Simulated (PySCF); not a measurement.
Job for PySCF: R-MP2/6-31G* on C2H6Si (SMILES C[Si]C).

```python
from pyscf import gto, scf, dft, mp
from pyscf.data.elements import chemcore

mol = gto.M(
    atom='''
    C    -1.40316076    0.28273308    0.03724256
    Si    0.06971697    0.91617754    1.06615795
    C     1.40748598   -0.22582295    0.33435925
    H    -1.40204206   -0.80224985   -0.10518957
    H    -1.29266140    0.72784276   -0.96284817
    H    -2.37208461    0.59748088    0.42615561
    H     1.25574575   -1.21217792    0.79760354
    H     1.31265735   -0.37344407   -0.74578171
    H     2.42434278    0.08946053    0.57042471
    ''',
    basis='6-31g*',
    cart=True,
    charge=0, spin=0, verbose=3, max_memory=1800)
mf = scf.RHF(mol)
mf.conv_tol = 1e-8
mf.max_cycle = 100
mf.kernel()
if not mf.converged:
    mf = mf.newton().run(mf.mo_coeff, mf.mo_occ)
pt = mp.MP2(mf, frozen=chemcore(mol)).run()
```

Question: What total energy does the run end on?

Answer: -368.4278 hartree.
